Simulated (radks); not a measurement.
Q: The mean radii <r> (bohr) of the occupied orbitals of an atom or ion are listed with their occupations. Calculated with a radial shooting solver on a logarithmic mesh with Libxc functionals: Dirac Kohn-Sham, PBE, spin-unpolarised, spherical densities, finite nucleus; Fermi nuclear charge, rms radius of each element as measured or else 0.836 A^(1/3) + 0.57 fm.

| orbital | occ. | <r> |
|---|---|---|
| 1s1/2 | 2 | 0.01652 |
| 2s1/2 | 1 | 0.06621 |

Name the element and its charge. Open shells, if any, fill j = l - 1/2 first.

A: Z = 80, mercury, charge +77: Hg77+ in [He] 2s1. The 1s radius gives Z: for a bare nucleus <r> = (2 gamma + 1)/(2Z) with gamma = sqrt(1 - (Z/c)^2), 0.0164 bohr for Z = 80, and screening makes it slightly larger (0.01652 here). The occupations add up to 3, and the charge is Z minus that.
